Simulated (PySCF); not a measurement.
Vertical excitations of a molecule C₄H₇FSi from TDDFT-PBE/def2-SVPD run with PySCF, as energy in eV (oscillator strength): 4.56 (0.002), 5.85 (0.007), 5.99 (0.002), 6.21 (0.155), 6.32 (0.016), 6.32 (0.021), 6.37 (0.009), 6.77 (0.344), 6.90 (0.045), 6.93 (0.034). Lowest triplet (TDA): 4.16 eV. Geometry optimised at r2SCAN-D4/def2-SVP. One conformer was computed; it need not be the lowest.

Q: Identify the compound among the candidates.
(A) C=C=C[Si@H](C)F
(B) CC#C[Si@H](C)F
(C) C=C=C(F)[SiH2]C
(D) F[C@@H]1CC=C1[SiH3]

A: C, C=C=C(F)[SiH2]C
